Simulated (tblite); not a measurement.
C6H8F2O.
Numbering: `[CH2:1]=[C:2]([F:3])[C@@H:4]([F:5])[C@@H:6]([CH3:7])[CH:8]=[O:9]` (hydrogens: H10, H11 on C1; H12 on C4; H13 on C6; H14, H15, H16 on C7; H17 on C8)

Computed with GFN2-xTB (tblite), gas phase: L-BFGS steps from a force-field or distance-geometry start until the largest atomic force falls under 0.01 eV/Å.

Step 11: E = -827.4106 eV
```
atom  x, y, z in Å  |  force x, y, z in eV/Å
C1      2.4933    1.0232    0.4154   -0.015   0.001  -0.023
C2      1.7088    0.2407   -0.2969   -0.015  -0.006   0.034
F3      1.8845    0.0950   -1.6295   -0.009   0.010   0.028
C4      0.5731   -0.6115    0.2050   -0.021  -0.029  -0.017
F5      0.5168   -0.5140    1.5770   -0.036  -0.031  -0.037
C6     -0.7859   -0.2211   -0.4080    0.015   0.000   0.007
C7     -1.8888   -1.1641    0.0868    0.008   0.011   0.003
C8     -1.1496    1.1921   -0.0095   -0.033  -0.028   0.016
O9     -1.5216    2.0420   -0.7640    0.013   0.003  -0.007
H10     2.3523    1.1199    1.4749   -0.029  -0.006  -0.002
H11     3.2935    1.5750   -0.0393    0.022   0.027  -0.046
H12     0.7830   -1.6671   -0.0243    0.000  -0.011   0.015
H13    -0.7124   -0.2780   -1.4986    0.053  -0.005   0.024
H14    -1.6682   -2.1887   -0.2046    0.018   0.013  -0.016
H15    -1.9682   -1.1226    1.1706    0.018   0.021   0.012
H16    -2.8447   -0.8803   -0.3451   -0.001   0.017  -0.004
H17    -1.0730    1.3715    1.0785    0.012   0.011   0.015
```

Step 12: E = -827.4111 eV
```
atom  x, y, z in Å  |  force x, y, z in eV/Å
C1      2.4929    1.0232    0.4144   -0.009   0.015  -0.007
C2      1.7079    0.2408   -0.2961   -0.021  -0.019   0.023
F3      1.8819    0.0942   -1.6282   -0.003   0.007  -0.002
C4      0.5731   -0.6113    0.2057   -0.041  -0.047  -0.006
F5      0.5146   -0.5176    1.5773   -0.024  -0.015  -0.019
C6     -0.7851   -0.2208   -0.4078    0.011   0.002   0.001
C7     -1.8879   -1.1634    0.0863    0.002   0.009   0.008
C8     -1.1502    1.1917   -0.0092   -0.011  -0.023   0.014
O9     -1.5212    2.0419   -0.7638    0.006   0.007  -0.007
H10     2.3515    1.1205    1.4727   -0.030  -0.003   0.035
H11     3.2923    1.5754   -0.0396    0.038   0.036  -0.061
H12     0.7822   -1.6666   -0.0243    0.007  -0.022   0.005
H13    -0.7089   -0.2791   -1.4977    0.042   0.003   0.008
H14    -1.6670   -2.1878   -0.2054    0.013   0.011  -0.012
H15    -1.9664   -1.1206    1.1699    0.015   0.011   0.016
H16    -2.8443   -0.8793   -0.3445    0.001   0.015  -0.008
H17    -1.0725    1.3708    1.0788    0.005   0.012   0.012
```

Step 13: E = -827.4116 eV
```
atom  x, y, z in Å  |  force x, y, z in eV/Å
C1      2.4925    1.0236    0.4132   -0.002   0.028   0.009
C2      1.7065    0.2405   -0.2949   -0.015  -0.021   0.006
F3      1.8791    0.0935   -1.6268    0.001   0.004  -0.023
C4      0.5725   -0.6120    0.2062   -0.037  -0.048   0.007
F5      0.5120   -0.5214    1.5773   -0.015  -0.003   0.008
C6     -0.7842   -0.2206   -0.4076    0.001   0.000  -0.005
C7     -1.8871   -1.1626    0.0859   -0.005   0.005   0.009
C8     -1.1511    1.1911   -0.0088    0.016  -0.007   0.009
O9     -1.5207    2.0418   -0.7636   -0.002   0.004  -0.001
H10     2.3501    1.1211    1.4712   -0.023   0.002   0.049
H11     3.2918    1.5764   -0.0409    0.026   0.028  -0.059
H12     0.7817   -1.6667   -0.0243    0.011  -0.034  -0.007
H13    -0.7045   -0.2801   -1.4967    0.028   0.010  -0.010
H14    -1.6655   -2.1866   -0.2065    0.005   0.009  -0.006
H15    -1.9643   -1.1184    1.1697    0.010   0.001   0.015
H16    -2.8438   -0.8780   -0.3442    0.005   0.012  -0.009
H17    -1.0719    1.3704    1.0793   -0.004   0.010   0.007
```

**Question.** Estimate the geometry and energy of step 14. (The exact step hangs on the optimiser's Hessian estimate; all steps are aligned on step 13, rigid shifts and turns removed.)

**Answer.** E = -827.4120 eV, largest force 0.043 eV/Å
```
atom  x, y, z in Å  |  force x, y, z in eV/Å
C1      2.4920    1.0245    0.4124   -0.001   0.029   0.016
C2      1.7053    0.2401   -0.2937    0.000  -0.014  -0.004
F3      1.8767    0.0928   -1.6259    0.002   0.001  -0.023
C4      0.5714   -0.6133    0.2067   -0.012  -0.034   0.014
F5      0.5096   -0.5246    1.5774   -0.009   0.002   0.026
C6     -0.7835   -0.2204   -0.4075   -0.005  -0.003  -0.007
C7     -1.8865   -1.1618    0.0857   -0.009   0.002   0.007
C8     -1.1516    1.1907   -0.0085    0.033   0.009   0.001
O9     -1.5203    2.0418   -0.7633   -0.005  -0.001   0.005
H10     2.3485    1.1216    1.4707   -0.011   0.007   0.035
H11     3.2917    1.5776   -0.0431   -0.003   0.009  -0.041
H12     0.7814   -1.6675   -0.0244    0.010  -0.040  -0.012
H13    -0.7004   -0.2808   -1.4961    0.012   0.016  -0.020
H14    -1.6643   -2.1855   -0.2074   -0.002   0.008   0.000
H15    -1.9623   -1.1166    1.1697    0.005  -0.006   0.009
H16    -2.8433   -0.8767   -0.3440    0.006   0.008  -0.006
H17    -1.0715    1.3701    1.0798   -0.010   0.007   0.001
```

The energy changes by -0.0004 eV. The first-order estimate −F·Δx gives -0.0005 eV and the mean of the old and new forces, exact on a quadratic surface, -0.0004 eV. The step makes an angle of 62° with the force vector and moves no atom by more than 0.004 Å.

The cost below is that of the whole relaxation. Time: 0.64 s. Hardware: an Arm Neoverse N1 with one thread, no GPU, on a shared host.
